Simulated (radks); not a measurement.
Task: Species: the lanthanum ion La4+. Configuration: [Kr] 4d10 5s1 5p5 6p1 (not the ground configuration). Calculated with a radial shooting solver on a logarithmic mesh with Libxc functionals: scalar-relativistic Kohn-Sham, PBEsol, spin-polarised, spherical densities, finite nucleus; open shells are filled with parallel spins first (spin-orbit coupling, left out, can overturn this in heavy ions); Fermi nuclear charge, rms radius 4.855 fm. Some entries of the table are withheld. Estimate them.

orbital  occ.  eigenvalue (eV)  <r^2> (bohr^2)
1s up       1        -38777.44       0.0008543
1s down     1        -38777.24       0.0008543
2s up       1        -6212.708         0.01363
2s down     1        -6212.593         0.01363
2p up       3        -5574.289         0.01084
2p down     3        -5574.143         0.01085
3s up       1        -1365.118         0.09301
3s down     1        -1364.947         0.09300
3p up       3        -1161.220         0.09302
3p down     3        -1161.037         0.09301
3d up       5        -867.9665         0.07973
3d down     5        -867.7939         0.07972
4s up       1        -311.9832          0.4821
4s down     1        -311.6312          0.4816
4p up       3        -245.5731          0.5448
4p down     3        -245.1885          0.5434
4d up       5              (1)             (2)
4d down     5              (3)             (4)
5s up       1         -81.4034           2.475
5s down     0         -79.2194           2.481
5p up       3              (5)           3.100
5p down     2              (6)           3.130
6p up       1         -26.3788           13.40
6p down     0         -24.8157           13.24

Result: 
(1) 4d up eigenvalue (eV): -149.4179
(2) 4d up <r^2> (bohr^2): 0.6777
(3) 4d down eigenvalue (eV): -148.8885
(4) 4d down <r^2> (bohr^2): 0.6727
(5) 5p up eigenvalue (eV): -63.2583
(6) 5p down eigenvalue (eV): -61.1136
